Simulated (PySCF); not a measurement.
This script is equivalent to a calculation on Ge⁺ (germanium, charge +1).

```python
from pyscf import gto, scf, dft, mp, cc
import basis_set_exchange as bse
mol = gto.M(atom="Ge 0 0 0", charge=1, spin=1, symmetry="D2h",
            basis=gto.basis.parse(bse.get_basis("def2-TZVP", elements=["Ge"], fmt="nwchem", header=False)))
mf = scf.UHF(mol)
mf.irrep_nelec = {'Ag': (6, 6), 'B1g': (1, 1), 'B2g': (1, 1), 'B3g': (1, 1), 'B1u': (2, 2), 'B2u': (3, 2), 'B3u': (2, 2)}
mf.kernel()
```

(1) What total energy does it give?

(2) Which occupied shell lies highest, and where?

(3) What is ⟨S²⟩, and what would a pure spin state give?

Answers

(1) -2075.04761 hartree (calculated).

(2) 4p α, at -15.549 eV.

(3) 0.761, against 0.75.
